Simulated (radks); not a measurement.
Results of a calculation; reference values are marked as such.
Problem. Tl, configuration [Hg] 6p1. Code: a radial shooting solver on a logarithmic mesh with Libxc functionals. Model: scalar-relativistic Kohn-Sham, PBE, spin-polarised, spherical densities, finite nucleus; open shells are filled with parallel spins first (spin-orbit coupling, left out, can overturn this in heavy ions); Fermi nuclear charge, rms radius 5.4759 fm. Some entries of the table are withheld. Estimate them.

orbital  occ.  eigenvalue (eV)  <1/r> (bohr^-1)  <r^2> (bohr^2)
1s up       1        -85580.64            99.38       0.0003690
1s down     1        -85580.63            99.38       0.0003690
2s down     1        -15238.75            23.33        0.005606
2s up       1        -15238.75            23.33        0.005606
2p up       3        -13111.74            20.59        0.004755
2p down     3        -13111.74            20.59        0.004755
3s up       1        -3637.424            8.650         0.03608
3s down     1        -3637.421            8.650         0.03608
3p up       3        -3024.870            7.850         0.03727
3p down     3        -3024.867            7.850         0.03727
3d up       5        -2388.875            7.374         0.03088
3d down     5        -2388.873            7.374         0.03088
4s up       1        -811.7613            3.719          0.1731
4s down     1        -811.7571            3.719          0.1731
4p up       3        -610.8744            3.349          0.1981
4p down     3        -610.8697            3.349          0.1981
4d up       5        -374.9959            3.008          0.2232
4d down     5        -374.9905            3.008          0.2232
5s up       1        -130.8516            1.550          0.8627
5s down     1        -130.8429            1.550          0.8627
4f up       7        -113.9924            2.605          0.2629
4f down     7        -113.9860            2.605          0.2629
5p up       3         -76.0588            1.321           1.147
5p down     3         -76.0507            1.322           1.146
5d up       5         -15.4855              (1)           2.291
5d down     5         -15.3940              (2)           2.261
6s up       1              (3)           0.5123           7.082
6s down     1              (4)           0.5176           6.965
6p up       1          -2.6154           0.3336           17.21
6p down     0          -1.9775           0.3368           16.86

Solution. 
(1) 5d up <1/r> (bohr^-1): 0.9467
(2) 5d down <1/r> (bohr^-1): 0.9505
(3) 6s up eigenvalue (eV): -9.7320
(4) 6s down eigenvalue (eV): -9.2408
